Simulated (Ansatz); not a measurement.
Consider the ligand exchange at a B–Cl bond: `FB(Cl)[SeH]` + NH₃ → `NB(F)[SeH]` + HCl.

Calculated with Ansatz (gas phase, PBE0-D4/def2-TZVP geometries, no zero-point term in ΔE). CCSD(T)/CBS is the MP2 limit (def2-TZVPP, def2-QZVPP) plus CCSD(T) − MP2 in def2-TZVPP, frozen cores. This one scheme is used for every species. Functionals use def2-TZVPP. B3LYP here is the variant with VWN-RPA as its local correlation; programs differ in this. For Se outer-core shells are correlated without core-valence functions, which leaves a few kJ/mol of doubt a bond. Scalar relativity is left out up to krypton. Each species was taken in one conformer, which may not be the lowest.

| species | B3LYP energy (Eh) |
| --- | --- |
| `FB(Cl)[SeH]` | -2987.29324 |
| NH₃ | -56.58862 |
| `NB(F)[SeH]` | -2583.05746 |
| HCl | -460.83627 |

Work out ΔE.

ΔE = (-2583.05746) + (-460.83627) − (-2987.29324) − (-56.58862) = -0.01187 Eh = -31.2 kJ/mol. CCSD(T)/CBS gives -27.9 kJ/mol.

Largest T1 diagnostic among the species: 0.011.

In def2-TZVPP, CCSD(T) changes the Hartree–Fock value by +9.2 kJ/mol (the triples alone add +3.0 kJ/mol) and MP2 by +12.5 kJ/mol. At CCSD(T), def2-SVP lies −4.8 kJ/mol from the extrapolated value and def2-TZVPP −1.2 kJ/mol. Leaving LDA and LC-ωPBE aside and taking each functional with its dispersion term where it has one, the values, not all of them listed here, spread over 14.0 kJ/mol, from CAM-B3LYP-D4 to revPBE-D4. LDA lies −9.7 kJ/mol from PBE without D4.
